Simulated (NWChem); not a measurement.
System: CuNH3F; SMILES [NH3]->[Cu][F]

NWChem input:

```
start job
memory heap 200 mb stack 900 mb global 1100 mb
geometry units angstroms noautosym nocenter noautoz
  Cu    -0.000003    -0.000021     0.758049
  F      0.000007     0.000025    -0.989367
  N     -0.000007    -0.000017     2.679771
  H      0.674873    -0.663784     3.064052
  H     -0.912300    -0.252570     3.064038
  H      0.237408     0.916355     3.063985
end
basis spherical
  Cu library 6-31g*
  F library 6-31g*
  N library 6-31g*
  H library 6-31g*
end
dft
  xc hfexch
  iterations 150
end
property
  shielding 4 1 2 3 4
end
task dft property
```

NWChem printed, in part:

```
             Northwest Computational Chemistry Package (NWChem) 7.3.0
             --------------------------------------------------------

                             Geometry "geometry" -> ""
                             -------------------------

 Output coordinates in angstroms (scale by  1.889725989 to convert to a.u.)

  No.       Tag          Charge          X              Y              Z
 ---- ---------------- ---------- -------------- -------------- --------------
    1 Cu                  29.0000    -0.00000300    -0.00002100     0.75804900
    2 F                    9.0000     0.00000700     0.00002500    -0.98936700
    3 N                    7.0000    -0.00000700    -0.00001700     2.67977100
    4 H                    1.0000     0.67487300    -0.66378400     3.06405200
    5 H                    1.0000    -0.91230000    -0.25257000     3.06403800
    6 H                    1.0000     0.23740800     0.91635500     3.06398500

 Effective nuclear repulsion energy (a.u.)     177.7726485908

  xc_inp: hfexch multiplicative factor not found.
                              NWChem Property Module
                              ----------------------

  itol2e modified to match energy
  convergence criterion.

                                 NWChem DFT Module
                                 -----------------

 Summary of "ao basis" -> "ao basis" (spherical)
 ------------------------------------------------------------------------------
       Tag                 Description            Shells   Functions and Types
 ---------------- ------------------------------  ------  ---------------------
 Cu                          6-31g*                 12       34   5s4p2d1f
 F                           6-31g*                  6       14   3s2p1d
 N                           6-31g*                  6       14   3s2p1d
 H                           6-31g*                  2        2   2s

  itol2e modified to match energy
  convergence criterion.

            General Information
            -------------------
          SCF calculation type: DFT
          Wavefunction type:  closed shell.
          No. of atoms     :     6
          No. of electrons :    48
           Alpha electrons :    24
            Beta electrons :    24
          Charge           :     0
          Spin multiplicity:     1
          Use of symmetry is: off; symmetry adaption is: off
          Maximum number of iterations: 150
          AO basis - number of functions:    68
                     number of shells:    30
          Convergence on energy requested:  1.00D-07
          Convergence on density requested:  1.00D-05
          Convergence on gradient requested:  5.00D-04

              XC Information
              --------------
                     Hartree-Fock (Exact) Exchange  1.000

      Superposition of Atomic Density Guess
      -------------------------------------

 Sum of atomic energies:       -1793.80847416

      Non-variational initial energy
      ------------------------------

 Total energy =   -1794.061138
 1-e energy   =   -2852.245776
 2-e energy   =     880.411989
 HOMO         =      -0.466706
 LUMO         =      -0.083682

   convergence    iter        energy       DeltaE   RMS-Dens  Diis-err
 ---------------- ----- ----------------- --------- --------- ---------
 d= 0,ls=0.0,diis     1  -1794.0971964511 -1.97D+03  2.39D-02  2.09D+00
 d= 0,ls=0.0,diis     2  -1794.1251845042 -2.80D-02  1.24D-02  3.38D+00
 d= 0,ls=0.0,diis     3  -1794.2926233531 -1.67D-01  2.12D-03  2.98D-02
 d= 0,ls=0.0,diis     4  -1794.2974090333 -4.79D-03  1.65D-03  1.64D-02
 d= 0,ls=0.0,diis     5  -1794.2995352433 -2.13D-03  1.41D-03  2.85D-03
  Resetting Diis
 d= 0,ls=0.0,diis     6  -1794.3002722080 -7.37D-04  5.08D-04  4.30D-04
 d= 0,ls=0.0,diis     7  -1794.3003807942 -1.09D-04  1.00D-04  4.96D-05
 d= 0,ls=0.0,diis     8  -1794.3003891376 -8.34D-06  6.85D-05  1.64D-05
 d= 0,ls=0.0,diis     9  -1794.3003923154 -3.18D-06  1.07D-04  1.42D-05
 d= 0,ls=0.0,diis    10  -1794.3003956523 -3.34D-06  1.78D-05  6.39D-07
 d= 0,ls=0.0,diis    11  -1794.3003958214 -1.69D-07  1.39D-05  1.66D-07
 d= 0,ls=0.0,diis    12  -1794.3003958687 -4.73D-08  1.59D-06  4.42D-09

         Total DFT energy =    -1794.300395868693
      One electron energy =    -2861.704646985345
           Coulomb energy =      973.264659520849
    Exchange-Corr. energy =      -83.633056995029
 Nuclear repulsion energy =      177.772648590832

 Numeric. integr. density =        0.000000000000

                       DFT Final Molecular Orbital Analysis
                       ------------------------------------

 Vector   22  Occ=2.000000D+00  E=-4.177937D-01
              MO Center=  1.7D-04,  1.8D-03, -1.6D-01, r^2= 1.3D+00
   Bfn.  Coefficient  Atom+Function         Bfn.  Coefficient  Atom+Function
  ----- ------------  ---------------      ----- ------------  ---------------
    19      0.473037  1 Cu d -1              38      0.455799  2 F  py
    42      0.343265  2 F  py                24      0.286274  1 Cu d -1
    21     -0.164069  1 Cu d  1              37      0.158090  2 F  px
    41      0.119059  2 F  px                26     -0.099292  1 Cu d  1
    68     -0.063053  6 H  s                 12      0.058237  1 Cu py

[...]

          -----------------------------------------
          Chemical Shielding Tensors (GIAO, in ppm)
          -----------------------------------------

                                NWChem CPHF Module
                                ------------------

  scftype          =     RHF
  nclosed          =       24
  nopen            =        0
  variables        =     1056
  # of vectors     =        3
  tolerance        = 0.10D-03
  level shift      = 0.00D+00
  max iterations   =       50
  max subspace     =       30

 SCF residual:    2.8976521729670295E-005

Iterative solution of linear equations
  No. of variables     1056
  No. of equations        3
  Maximum subspace       30
        Iterations       50
       Convergence  1.0D-04

   iter   nsub   residual    time
   ----  ------  --------  ---------
     1      3    1.35D+00      34.2
     2      6    5.61D-01      38.5
     3      9    1.88D-01      43.0
     4     12    2.67D-02      47.7
     5     15    5.78D-03      52.0
     6     18    1.12D-03      56.4
     7     21    2.36D-04      60.9
     8     24    1.20D-04      65.3
     9     27    5.70D-05      69.8

      Atom:    1  Cu
        Diamagnetic
   2385.2677     -0.0000     -0.0001
     -0.0000   2385.2677     -0.0002
     -0.0001     -0.0002   2416.1559

        Paramagnetic
  -3832.9567      0.0041     -0.0157
      0.0041  -3832.9466     -0.0540
     -0.0157     -0.0540     -1.9032

        Total Shielding Tensor
  -1447.6889      0.0041     -0.0158
      0.0041  -1447.6788     -0.0542
     -0.0158     -0.0542   2414.2527

           isotropic =    -160.3717
          anisotropy =    3861.9366

          Principal Components and Axis System
                 1           2           3
             2414.2527  -1447.6904  -1447.6774

      1        -0.0000      0.9429      0.3332
      2        -0.0000     -0.3332      0.9429
      3         1.0000     -0.0000      0.0000

      Atom:    2  F
        Diamagnetic
    463.7532     -0.0000     -0.0002
     -0.0000    463.7532     -0.0008
     -0.0002     -0.0008    491.6130

        Paramagnetic
    110.0635     -0.0003      0.0007
     -0.0003    110.0627      0.0032
      0.0007      0.0032     -0.6758

        Total Shielding Tensor
    573.8167     -0.0003      0.0005
     -0.0003    573.8159      0.0024
      0.0005      0.0024    490.9372

           isotropic =     546.1899
          anisotropy =      41.4403

          Principal Components and Axis System
                 1           2           3
              573.8168    573.8158    490.9372

      1         0.9398      0.3418     -0.0000
      2        -0.3418      0.9398     -0.0000
      3        -0.0000      0.0000      1.0000

      Atom:    3  N
        Diamagnetic
    321.4351      0.0000     -0.0000
      0.0000    321.4351     -0.0002
     -0.0000     -0.0002    326.0579

        Paramagnetic
    -14.5196     -0.0003     -0.0000
     -0.0003    -14.5206     -0.0015
     -0.0000     -0.0015    -74.5254

        Total Shielding Tensor
    306.9155     -0.0003     -0.0000
     -0.0003    306.9146     -0.0017
     -0.0000     -0.0017    251.5325

           isotropic =     288.4542
          anisotropy =      27.6921

          Principal Components and Axis System
                 1           2           3
              306.9156    306.9145    251.5325

      1         0.9560      0.2935      0.0000
      2        -0.2935      0.9560      0.0000
      3         0.0000     -0.0000      1.0000

      Atom:    4  H
        Diamagnetic
     29.8204     -8.5387      6.0125
     -8.5387     29.5369     -5.9135
      6.0125     -5.9135     27.9230

        Paramagnetic
      2.5189      0.6992     -1.2432
      0.6992      2.5421      1.2227
     -1.2432      1.2227      2.6792

        Total Shielding Tensor
     32.3393     -7.8395      4.7693
     -7.8395     32.0790     -4.6908
      4.7693     -4.6908     30.6022

           isotropic =      31.6735
          anisotropy =      17.7625

          Principal Components and Axis System
                 1           2           3
               43.5152     27.1367     24.3686

      1         0.6330     -0.3280      0.7012
      2        -0.6226      0.3225      0.7130
      3         0.4600      0.8879      0.0000
```

Level: Hartree-Fock/6-31G* (spherical d), GIAO. The geometry was optimised at PBE0/def2-SVP. The printed shielding anisotropy is the first printed principal value minus the mean of the other two.
